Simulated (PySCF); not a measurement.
Species: C₉H₁₀.
Atom-mapped SMILES: `[CH2:1]=[C:2]([CH3:3])[c:4]1[cH:5][cH:6][cH:7][cH:8][cH:9]1` (hydrogens: H10, H11 on C1; H12, H13, H14 on C3; H15 on C5; H16 on C6; H17 on C7; H18 on C8; H19 on C9)

The same species was optimised twice, with GFN2-xTB and with PBE0-D3(BJ)/def2-SVP (PySCF), and the same property calculations (PySCF, gas phase) were run on both structures.

| coordinate | GFN2-xTB | PBE0-D3(BJ)/def2-SVP | change |
| --- | --- | --- | --- |
| C1=C2 (Å) | 1.329 | 1.343 | +0.014 |
| C2–C4 (Å) | 1.473 | 1.484 | +0.011 |
| C5–C6 (Å) | 1.383 | 1.393 | +0.010 |
| C4–C9 (Å) | 1.394 | 1.405 | +0.011 |
| C7–C8 (Å) | 1.385 | 1.395 | +0.010 |
| C4–C5 (Å) | 1.394 | 1.404 | +0.010 |
| C8–C9 (Å) | 1.382 | 1.390 | +0.008 |
| C6–C7 (Å) | 1.384 | 1.393 | +0.009 |
| C2–C3 (Å) | 1.501 | 1.502 | +0.001 |
| C2–C4–C9 (°) | 120.5 | 121.3 | +0.8 |
| C1–C2–C3 (°) | 121.5 | 120.7 | -0.8 |
| C3–C2–C4 (°) | 117.0 | 117.6 | +0.6 |
| C5–C4–C9 (°) | 118.2 | 117.7 | -0.5 |
| C4–C5–C6 (°) | 120.8 | 121.2 | +0.4 |
| C4–C9–C8 (°) | 120.9 | 121.2 | +0.3 |
| C2–C4–C5 (°) | 121.3 | 121.0 | -0.3 |
| C6–C7–C8 (°) | 119.5 | 119.3 | -0.2 |
| C1–C2–C4–C5 (°) | -144 | -154 | -10 |

Rotational constants: A = 3622, B = 1211, C = 955.1 MHz (GFN2-xTB) against A = 3588, B = 1204, C = 928.1 MHz (PBE0-D3(BJ)/def2-SVP).

On the GFN2-xTB structure: HOMO (eV) -6.64 [PBE0/pcSseg-1]; LUMO (eV) -0.72 [PBE0/pcSseg-1]; dipole (D) 0.35 [PBE0/pcSseg-1]; GIAO shielding of C1 (ppm) 67.2 [PBE0/pcSseg-1]; GIAO shielding of C2 (ppm) 32.7 [PBE0/pcSseg-1]; GIAO shielding of C3 (ppm) 162.0 [PBE0/pcSseg-1]; GIAO shielding of C4 (ppm) 38.3 [PBE0/pcSseg-1]; GIAO shielding of C5/C9 (mean) (ppm) 55.6 [PBE0/pcSseg-1]; GIAO shielding of C6/C8 (mean) (ppm) 53.2 [PBE0/pcSseg-1]; GIAO shielding of C7 (ppm) 53.8 [PBE0/pcSseg-1].

What do these properties become on the PBE0-D3(BJ)/def2-SVP structure?

```json
{"property": "HOMO (eV)", "level": "PBE0/pcSseg-1", "on GFN2-xTB": "-6.64", "on PBE0-D3(BJ)/def2-SVP": "-6.57", "change": "+0.07"}
{"property": "LUMO (eV)", "level": "PBE0/pcSseg-1", "on GFN2-xTB": "-0.72", "on PBE0-D3(BJ)/def2-SVP": "-0.90", "change": "-0.18"}
{"property": "dipole (D)", "level": "PBE0/pcSseg-1", "on GFN2-xTB": "0.35", "on PBE0-D3(BJ)/def2-SVP": "0.34", "change": "-0.01"}
{"property": "energy, GFN2-xTB geometry as zero (kcal/mol)", "level": "PBE0/pcSseg-1", "on GFN2-xTB": "0.0", "on PBE0-D3(BJ)/def2-SVP": "-0.4", "change": "-0.4"}
{"property": "GIAO shielding of C1 (ppm)", "level": "PBE0/pcSseg-1", "on GFN2-xTB": "67.2", "on PBE0-D3(BJ)/def2-SVP": "64.6", "change": "-2.6"}
{"property": "GIAO shielding of C2 (ppm)", "level": "PBE0/pcSseg-1", "on GFN2-xTB": "32.7", "on PBE0-D3(BJ)/def2-SVP": "32.8", "change": "+0.1"}
{"property": "GIAO shielding of C3 (ppm)", "level": "PBE0/pcSseg-1", "on GFN2-xTB": "162.0", "on PBE0-D3(BJ)/def2-SVP": "160.7", "change": "-1.3"}
{"property": "GIAO shielding of C4 (ppm)", "level": "PBE0/pcSseg-1", "on GFN2-xTB": "38.3", "on PBE0-D3(BJ)/def2-SVP": "38.7", "change": "+0.4"}
{"property": "GIAO shielding of C5/C9 (mean) (ppm)", "level": "PBE0/pcSseg-1", "on GFN2-xTB": "55.6", "on PBE0-D3(BJ)/def2-SVP": "53.8", "change": "-1.8"}
{"property": "GIAO shielding of C6/C8 (mean) (ppm)", "level": "PBE0/pcSseg-1", "on GFN2-xTB": "53.2", "on PBE0-D3(BJ)/def2-SVP": "50.8", "change": "-2.4"}
{"property": "GIAO shielding of C7 (ppm)", "level": "PBE0/pcSseg-1", "on GFN2-xTB": "53.8", "on PBE0-D3(BJ)/def2-SVP": "51.1", "change": "-2.7"}
```

The heavy atoms differ by 0.090 Å rms after alignment. Among bonds between heavy atoms C1=C2 changes most (+0.014 Å). Changes are differences of the printed values. Neither structure is proved a minimum here.

Shape of the structure used: `[CH2:1]=[C:2]([CH3:3])[c:4]1[cH:5][cH:6][cH:7][cH:8][cH:9]1`: C1–C2–C4–C5 -154°.
